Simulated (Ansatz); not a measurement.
Geometry optimisation, Ansatz 0.2.0, RKS BLYP/def2-TZVP.

Input file:

```yaml
crystal:
  periodic: [false, false, false]
  atoms:
    - { symbol: Ga, position_ang: [-1.090316, 0.329007, -0.103807] }
    - { symbol: Cl, position_ang: [1.375472, -2.122738, 0.560402] }
    - { symbol: H, position_ang: [-1.70955, -0.431575, -1.316555] }
    - { symbol: H, position_ang: [-1.666794, 0.624084, 1.326451] }
    - { symbol: H, position_ang: [1.548387, -0.998069, -0.104529] }
    - { symbol: O, position_ang: [0.592561, 1.011233, -0.531146] }
    - { symbol: H, position_ang: [0.95014, 1.588058, 0.169183] }
basis:
  gaussian: { orbitals: def2-TZVP }
hamiltonian:
  xc: blyp
relax:
  f_tol: 0.03
  max_steps: 50
output:
  orbitals: {}
```

Command:

```bash
$ ansatz run input.yaml --threads 4 --pin off --max-ram 5120MiB --backend cpu --events-out ev --progress --plain --runs-dir out
```

Question: Where does it end, and by what steps?

Answer: The run converged. The force dipped under the threshold on the way, but the program's further checks kept it going. After 24 steps the energy has fallen by 0.122 eV; H4 moved furthest, 1.52 Å.

```json
{"step": "0", "energy less start (eV)": "0.0000", "largest force component (eV/Å)": "0.369", "accepted": "yes"}
{"step": "1", "energy less start (eV)": "-0.0418", "largest force component (eV/Å)": "0.116", "accepted": "yes"}
{"step": "2", "energy less start (eV)": "-0.0457", "largest force component (eV/Å)": "0.292", "accepted": "yes"}
{"step": "3", "energy less start (eV)": "-0.0583", "largest force component (eV/Å)": "0.172", "accepted": "yes"}
{"step": "4", "energy less start (eV)": "-0.0606", "largest force component (eV/Å)": "0.078", "accepted": "yes"}
{"step": "5", "energy less start (eV)": "-0.0648", "largest force component (eV/Å)": "0.157", "accepted": "yes"}
{"step": "6", "energy less start (eV)": "-0.0681", "largest force component (eV/Å)": "0.423", "accepted": "yes"}
{"step": "7", "energy less start (eV)": "-0.0734", "largest force component (eV/Å)": "0.444", "accepted": "yes"}
{"step": "8", "energy less start (eV)": "-0.0918", "largest force component (eV/Å)": "0.261", "accepted": "yes"}
{"step": "9", "energy less start (eV)": "-0.1065", "largest force component (eV/Å)": "0.075", "accepted": "yes"}
{"step": "10", "energy less start (eV)": "-0.1069", "largest force component (eV/Å)": "0.415", "accepted": "yes"}
{"step": "11", "energy less start (eV)": "-0.1121", "largest force component (eV/Å)": "0.156", "accepted": "yes"}
{"step": "12", "energy less start (eV)": "-0.1167", "largest force component (eV/Å)": "0.050", "accepted": "yes"}
{"step": "13", "energy less start (eV)": "-0.1111", "largest force component (eV/Å)": "0.387", "accepted": "no"}
{"step": "14", "energy less start (eV)": "-0.1175", "largest force component (eV/Å)": "0.055", "accepted": "yes"}
{"step": "15", "energy less start (eV)": "-0.1189", "largest force component (eV/Å)": "0.062", "accepted": "yes"}
{"step": "16", "energy less start (eV)": "-0.1195", "largest force component (eV/Å)": "0.078", "accepted": "yes"}
{"step": "17", "energy less start (eV)": "-0.1199", "largest force component (eV/Å)": "0.107", "accepted": "yes"}
{"step": "18", "energy less start (eV)": "-0.1208", "largest force component (eV/Å)": "0.063", "accepted": "yes"}
{"step": "19", "energy less start (eV)": "-0.1214", "largest force component (eV/Å)": "0.011", "accepted": "yes"}
{"step": "20", "energy less start (eV)": "-0.1217", "largest force component (eV/Å)": "0.017", "accepted": "yes"}
{"step": "21", "energy less start (eV)": "-0.1219", "largest force component (eV/Å)": "0.040", "accepted": "yes"}
{"step": "22", "energy less start (eV)": "-0.1220", "largest force component (eV/Å)": "0.036", "accepted": "yes"}
{"step": "23", "energy less start (eV)": "-0.1222", "largest force component (eV/Å)": "0.006", "accepted": "yes"}
{"step": "24", "energy less start (eV)": "-0.1222", "largest force component (eV/Å)": "0.007", "accepted": "yes"}
```

```xyz
7
Properties=species:S:1:pos:R:3
Ga -1.360 0.512 -0.090
Cl 2.435 -2.000 -0.336
H -1.950 -0.698 -0.876
H -1.995 1.835 0.467
H 1.580 -1.014 -0.105
O 0.440 0.316 0.225
H 0.850 1.050 0.715
```

Whether the end is a true minimum wasn't checked by a vibrational analysis.

Run time: 46 s on 4 threads of Arm Neoverse N1, with other jobs on the host, peak memory 0.19 GiB.
